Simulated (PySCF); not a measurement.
SMILES C=C[CH2][In]([F])[CH2]C=C, GFN2-xTB optimised geometry.

```
18

In     0.15     0.00     0.00
C      2.53     0.00     0.00
C      3.12    -1.25    -0.42
C      3.45    -1.53    -1.69
H      2.73     0.28     1.03
H      2.66     0.83    -0.69
H      3.29    -1.99     0.35
H      3.28    -0.82    -2.48
H      3.90    -2.47    -1.96
C     -1.99    -1.06    -0.02
C     -2.93    -0.09    -0.53
C     -3.35    -0.04    -1.79
H     -2.11    -1.33     1.02
H     -1.84    -1.93    -0.66
H     -3.29     0.65     0.18
H     -3.01    -0.75    -2.53
H     -4.07     0.70    -2.12
F     -0.18     1.99     0.00
```

Density from B3LYP/def2-SVP, def2 effective core potentials past Kr in PySCF at that geometry. The core electrons that the potentials of In replace are not part of the density.

Minimum of the electron density along straight lines between bonded atoms, close to the bond critical point (lines longer than 1.1 times the sum of covalent radii, or with two minima, are not listed):

```
bond     length / Å  ρ at the minimum / e bohr⁻³  ∇²ρ there / e bohr⁻⁵  position (fraction from the first atom)
-------  ----------  ---------------------------  --------------------  ---------------------------------------
In1–C2        2.379                        0.064                  0.08                                     0.51
C2–C3         1.445                        0.282                 -0.70                                     0.50
C3–C4         1.335                        0.340                 -0.91                                     0.51
C2–H5         1.086                        0.277                 -1.02                                     0.63
C2–H6         1.087                        0.277                 -1.03                                     0.63
C3–H7         1.085                        0.281                 -1.06                                     0.63
C4–H8         1.079                        0.281                 -1.06                                     0.63
C4–H9         1.076                        0.283                 -1.08                                     0.63
In1–C10       2.386                        0.065                  0.08                                     0.51
C10–C11       1.446                        0.281                 -0.70                                     0.50
C11–C12       1.335                        0.340                 -0.91                                     0.51
C10–H13       1.087                        0.277                 -1.02                                     0.63
C10–H14       1.087                        0.277                 -1.03                                     0.63
C11–H15       1.084                        0.283                 -1.08                                     0.63
C12–H16       1.080                        0.281                 -1.06                                     0.63
C12–H17       1.076                        0.284                 -1.09                                     0.63
In1–F18       2.019                          ___                   ___                                     0.53
```

Task: Some entries are withheld; supply them.

Result: 
- In1–F18, ρ at the minimum / e bohr⁻³: 0.087
- In1–F18, ∇²ρ there / e bohr⁻⁵: 0.56
